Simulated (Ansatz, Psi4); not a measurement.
Input for Ansatz (a first-principles code):
Ansatz 0.2 input:
```yaml
crystal:
  periodic: [false, false, false]
  atoms:
    - {symbol: C, position_ang: [-0.00195152, -0.00061004, 0.38481069]}
    - {symbol: H, position_ang: [-0.00751045, -0.00234774, 1.48094753]}
    - {symbol: C, position_ang: [-0.00123091, 1.44790471, -0.09715431]}
    - {symbol: H, position_ang: [0.00424357, 1.48409224, -1.18472901]}
    - {symbol: H, position_ang: [-0.88573890, 1.97154531, 0.25886234]}
    - {symbol: H, position_ang: [0.87836999, 1.97364557, 0.26781215]}
    - {symbol: C, position_ang: [1.25514309, -0.72222321, -0.09422305]}
    - {symbol: H, position_ang: [1.29052529, -0.73769513, -1.18172798]}
    - {symbol: H, position_ang: [2.14862954, -0.22046678, 0.27077580]}
    - {symbol: H, position_ang: [1.26840623, -1.74929777, 0.26388821]}
    - {symbol: C, position_ang: [-1.25239927, -0.72520857, -0.10694449]}
    - {symbol: H, position_ang: [-1.27670860, -0.74075155, -1.19475225]}
    - {symbol: H, position_ang: [-1.26684969, -1.75231611, 0.25102616]}
    - {symbol: H, position_ang: [-2.15073527, -0.22558539, 0.24896396]}
basis:
  gaussian:
    orbitals: STO-3G
magnetization: {spin_polarized: false}
correlation: {method: ccsd_t, electrons: outside_noble_gas}
accuracy: high
```

Task: Convert this to an input for Psi4.

Result: Several could match; the one computed here: 
```
memory 2 GB

molecule mol {
0 1
  C    -0.001952   -0.000610    0.384811
  H    -0.007510   -0.002348    1.480948
  C    -0.001231    1.447905   -0.097154
  H     0.004244    1.484092   -1.184729
  H    -0.885739    1.971545    0.258862
  H     0.878370    1.973646    0.267812
  C     1.255143   -0.722223   -0.094223
  H     1.290525   -0.737695   -1.181728
  H     2.148630   -0.220467    0.270776
  H     1.268406   -1.749298    0.263888
  C    -1.252399   -0.725209   -0.106944
  H    -1.276709   -0.740752   -1.194752
  H    -1.266850   -1.752316    0.251026
  H    -2.150735   -0.225585    0.248964
}

set basis sto-3g
set reference rhf
set freeze_core true
set mp2_type conv
set scf_type pk
set puream true
set d_convergence 1e-8

energy('ccsd(t)')
print_variables()
```

Both were run: Ansatz gave -155.745452 Eh and Psi4 -155.745452 Eh, 0.000 mEh apart.
